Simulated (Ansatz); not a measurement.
Cost and result for the atomization energy of FGaH$_{7}$NSi$_{2}$, SMILES `N[SiH2][Ga]([F])[SiH3]` (12 atoms, 11 bonds).

```xyz
12

N    -1.263   -1.575   -1.509
Si   -1.612    0.038   -0.999
Ga    0.019    1.081    0.482
F    -0.367    2.766    0.889
Si    2.088    0.350    1.518
H    -0.534   -1.739   -2.184
H    -1.311   -2.332   -0.847
H    -1.728    0.879   -2.222
H    -2.921    0.018   -0.291
H     3.170    0.326    0.492
H     1.943   -1.041    2.035
H     2.517    1.229    2.637
```

Total charge 0; spin multiplicity 1. Correlated methods include outer-core shells of Ga, which these sets cover unevenly. Scalar relativity is left out up to krypton. The structure was optimised at the PBE0-D4/def2-TZVP level. It is one conformer, not always the lowest. Program: Ansatz. All runs use 2 threads of an AMD EPYC 7R13 on a shared host and a share of an NVIDIA H100 80 GB. Times are those of one run each, without the atoms' runs, and a repeat can differ threefold. Electronic energies, without spin–orbit coupling; frozen cores. CCSD(T)/CBS adds CCSD(T) − MP2 in def2-TZVPP to the MP2 limit, and its time is that of the two runs behind it. T1 = 0.014. With those shells the extrapolation isn't a true limit. B3LYP takes the VWN-RPA correlation (the form of Gaussian; ORCA's B3LYP/G).

CCSD(T)/CBS is a level of theory with its own doubt, some kJ/mol a heavy atom from the limit and from the frozen cores, so smaller differences don't rank the functionals.

```csv
level,functions,wall time,atomization (kcal/mol),difference from CCSD(T)/CBS,per bond
r2SCAN-D4/def2-TZVPP (with forces),292,5.5 s,871.3,-3.4,-0.3
ωB97X-V/def2-TZVPP,292,7 s,879.9,5.2,0.5
PBE-D4/def2-TZVPP (with forces),292,7.5 s,872.8,-1.9,-0.2
PBE0-D4/def2-TZVPP,292,9 s,861.4,-13.3,-1.2
B2PLYP/def2-TZVPP,292,9 s,859.2,-15.5,-1.4
B3LYP-D4/def2-TZVPP (with forces),292,9.5 s,869.8,-4.9,-0.5
ωB97M-V/def2-TZVPP (with forces),292,11 s,870.9,-3.8,-0.4
MP2/def2-QZVPP,553,13 s,868.6,-6.1,-0.6
CCSD(T)/def2-TZVPP,292,17 s,850.3,-24.4,-2.2
CCSD(T)/CBS(def2),–,30 s,874.7,0.0,0.0
```

From PBE to PBE0 (25 % exact exchange), in def2-TZVPP and without D4, the atomization energy moves by −10.6 kcal/mol: exact exchange takes away binding that semilocal exchange gives to molecules. The D4 term adds +10.0 kcal/mol with B3LYP and +5.3 kcal/mol with PBE0; it sums over pairs of atoms, weighted by their polarisabilities, and B3LYP, whose exchange is more repulsive, gets the larger term. In def2-TZVPP, CCSD(T) changes the Hartree–Fock value by +221.1 kcal/mol (the triples alone add +10.9 kcal/mol) and MP2 by +224.6 kcal/mol; breaking electron pairs costs correlation energy, which Hartree–Fock lacks.
